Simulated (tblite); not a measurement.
C7H15N2 (SMILES C[CH]N=C(C)NC(C)C), doublet, geometry from GFN2-xTB; GFN1-xTB (tblite).

Here is a job for tblite.
```
$ tblite run mol.xyz --method gfn1 --charge 0 --spin 1 --etemp 2000 --json tblite.json --no-restart

# file mol.xyz
24

C      3.34900385     0.31032774    -0.65538033
C      2.06030662     1.07116658    -0.67526564
N      0.87108629     0.67628533    -0.30590455
C      0.50267291    -0.34318910     0.42116950
C      1.35154142    -1.14371165     1.37350255
N     -0.81569897    -0.73239201     0.35379018
C     -1.80278142     0.03730434    -0.37167900
C     -2.30713256     1.22146102     0.45737020
C     -2.94926986    -0.88426942    -0.77700676
H      3.93505064     0.55762107    -1.54009566
H      3.17177503    -0.76281394    -0.64031652
H      3.95348824     0.57365750     0.21808120
H      2.08546861     2.06334202    -1.10551251
H      0.78595530    -1.38211992     2.27457911
H      1.66923881    -2.08413685     0.91966500
H      2.23401805    -0.57772322     1.65676201
H     -1.17039874    -1.23072138     1.15780263
H     -1.29504850     0.42063107    -1.26144456
H     -3.01957096     1.80856277    -0.11545716
H     -2.79464287     0.87154719     1.36604533
H     -1.46763277     1.85600773     0.72822377
H     -3.46127080    -1.26448192     0.10540756
H     -2.57170339    -1.72757802    -1.34947080
H     -3.66848333    -0.34358449    -1.38573217
```

The log (banner, timings and long lists left out):

```
xTB calculator
 | screened Coulomb repulsion
 | Coulomb electrostatics
 |  * isotropic Klopman-Ohno-Mataga-Nishimoto electrostatics
 |  * onsite third-order electrostatics
 | DFT-D3(BJ) dispersion correction

halogen bonding energy    0.0000000000000E+00 Eh
repulsion energy          3.9929902050372E-01 Eh
dispersion energy        -1.0425612867348E-02 Eh
number of electrons       5.3000000000000E+01 e
integral cutoff           1.9731147476801E+01 bohr

------------------------------------------------------------
  cycle        total energy    energy error   density error
------------------------------------------------------------
      1     -29.14020602584  -2.9529079E+01   5.9603514E-01
      2     -29.22908113412  -8.8875108E-02   3.4654436E-01
      3     -29.22056396452   8.5171696E-03   8.6630712E-02
      4     -29.22807442239  -7.5104579E-03   2.6725107E-02
      5     -29.23276237788  -4.6879555E-03   2.6742253E-03
      6     -29.23277937533  -1.6997459E-05   6.4276074E-04
      7     -29.23277993334  -5.5800369E-07   1.5757082E-04
      8     -29.23277996985  -3.6515118E-08   3.6986700E-05
      9     -29.23277997228  -2.4241125E-09   6.3409372E-06
------------------------------------------------------------

electronic energy        -2.9621653379913E+01 Eh
total energy             -2.9232779972277E+01 Eh

Post processing:
 | Mayer-Wiberg bond orders

[Info] JSON dump of results written to 'tblite.json'
```
